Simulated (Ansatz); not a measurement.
A CCSD(T) single point on `OC[SiH]1[SiH2][SiH2]1`.

```yaml
crystal:
  periodic: [false, false, false]
  atoms:
    - {symbol: O, position_ang: [-1.912131, -0.076730, 1.880466]}
    - {symbol: C, position_ang: [-1.363095, -0.773961, 0.777601]}
    - {symbol: Si, position_ang: [0.457480, -0.299267, 0.581922]}
    - {symbol: Si, position_ang: [1.356274, -0.393889, -1.566939]}
    - {symbol: Si, position_ang: [1.005936, 1.667083, -0.529891]}
    - {symbol: H, position_ang: [-2.824872, -0.353784, 1.995708]}
    - {symbol: H, position_ang: [-1.417934, -1.863500, 0.911944]}
    - {symbol: H, position_ang: [-1.881585, -0.537440, -0.162040]}
    - {symbol: H, position_ang: [1.321465, -0.724302, 1.712542]}
    - {symbol: H, position_ang: [2.741493, -0.887774, -1.767222]}
    - {symbol: H, position_ang: [0.452202, -0.761388, -2.687150]}
    - {symbol: H, position_ang: [2.182501, 2.454695, -0.085393]}
    - {symbol: H, position_ang: [-0.097432, 2.515358, -1.046648]}
basis:
  gaussian: {orbitals: def2-TZVPP}
correlation: {method: ccsd_t}
output: {orbitals: {seedname: orbitals}}
```

```sh
$ ansatz run in.yaml --threads 4 --pin off --events-out ev --progress --plain
```

The program prints (abridged):

```
Functional definition: HF
1734 factors; integrals over basis functions are off by at most 1.1e-3 eV
mean field evaluation 1: about -26777.5695 eV, gradient 3.4e1 eV
mean field evaluation 2: about -26777.9605 eV, gradient 3.4e1 eV
mean field evaluation 4: about -26781.3889 eV, gradient 4.5e0 eV
mean field evaluation 8: about -26781.4796 eV, gradient 2.8e-1 eV
mean field evaluation 16: about -26781.4801 eV, gradient 2.6e-6 eV
mean field -26781.48010677 eV, -984.2012407846 hartree, gradient 2.5e-6 eV, S^2 0.000000; 0 other end points of the search recorded, 0 dependent functions left out
17 core orbitals not correlated: weight in the atoms' cores, before any rotation towards them, 1.000 or more for the frozen orbitals, at most 0.000 for the correlated occupied ones
reference -26781.48010677 eV, -984.2012407846 hartree; 15, 15 occupied and 268, 268 virtual orbitals, 1734 factors
second order -21.17324771 eV of doubles, -0.00000000 eV of singles
cycle   1  -22.21064801 eV  change    -1.0e0 eV  update   1.1e-1
cycle   2  -22.86114138 eV  change   -6.5e-1 eV  update   3.4e-2
cycle   3  -22.95810618 eV  change   -9.7e-2 eV  update   1.5e-2
cycle   4  -22.94873828 eV  change    9.4e-3 eV  update   4.4e-3
cycle   5  -22.94698513 eV  change    1.8e-3 eV  update   2.0e-3
cycle   6  -22.94685235 eV  change    1.3e-4 eV  update   6.4e-4
cycle   7  -22.94650023 eV  change    3.5e-4 eV  update   2.5e-4
cycle   8  -22.94650491 eV  change   -4.7e-6 eV  update   8.4e-5
cycle   9  -22.94655187 eV  change   -4.7e-5 eV  update   3.3e-5
cycle  10  -22.94654947 eV  change    2.4e-6 eV  update   1.2e-5
perturbative correction -0.94783423 eV, -0.0348322655 hartree
Total energy: -26805.37449048 eV, -985.0793431896 hartree
```

Run time 2.8 min (4 threads of a server CPU on a shared host); peak host memory 3.6 GiB.

MP2 recovers 88.6 % of the CCSD(T) correlation energy and the triples give 4.0 %; T1 = 0.0135.
